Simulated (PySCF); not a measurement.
Energy of Br+ (bromine, charge +1) between two integer charges

The 4p beta orbital of [Ar] 3d10 4s2 4p4 is emptied in steps (occupation f), with all orbitals relaxed, ending at [Ar] 3d10 4s2 4p3. Computed with PySCF 2.14 in def2-SVP (5s4p3d, 32 functions), with the non-relativistic Hamiltonian (point nucleus). The exact energy is a straight line in f; departures are measured from the line between the end points of the same method.

**Question.** Among UHF, LDA, PBE, PBE0, r2SCAN, LC-wPBE, BHandHLYP, wB97X, TPSS, M06-2X, which shows the largest delocalisation error (convex curve), and which is closest to linear?

**Answer.** Most convex: LDA (-1.268 eV at f = 0.5); closest to linear: LC-wPBE (-0.159 eV).

| f | UHF (eV) | LDA (eV) | PBE (eV) | PBE0 (eV) | r2SCAN (eV) | LC-wPBE (eV) | BHandHLYP (eV) | wB97X (eV) | TPSS (eV) | M06-2X (eV) |
| --- | --- | --- | --- | --- | --- | --- | --- | --- | --- | --- |
| 1 | 0.000 | 0.000 | 0.000 | 0.000 | 0.000 | 0.000 | 0.000 | 0.000 | 0.000 | 0.000 |
| 0.75 | 0.140 | -0.951 | -0.917 | -0.655 | -0.850 | -0.124 | -0.426 | -0.216 | -0.889 | -0.389 |
| 0.5 | 0.183 | -1.268 | -1.218 | -0.867 | -1.112 | -0.159 | -0.571 | -0.297 | -1.178 | -0.492 |
| 0.25 | 0.134 | -0.950 | -0.908 | -0.645 | -0.810 | -0.114 | -0.432 | -0.233 | -0.875 | -0.331 |
| 0 | 0.000 | 0.000 | 0.000 | 0.000 | 0.000 | 0.000 | 0.000 | 0.000 | 0.000 | 0.000 |

```
   method  E(f=0) − E(f=1) (eV)  −ε at f=1 (eV)  −ε at f=0.5 (eV)
      UHF                20.306          21.070            20.290
      LDA                21.719          16.649            21.722
      PBE                21.428          16.524            21.453
     PBE0                21.442          17.934            21.467
   r2SCAN                21.529          16.936            21.634
  LC-wPBE                21.586          20.909            21.609
BHandHLYP                21.470          19.210            21.453
    wB97X                21.565          20.438            21.520
     TPSS                21.442          16.684            21.477
   M06-2X                21.383          19.260            21.537
```

Reference removal energy between the ground levels: 21.591 eV (measured; NIST Atomic Spectra Database, ionization energies). The calculation has no spin-orbit coupling. UHF lacks correlation.
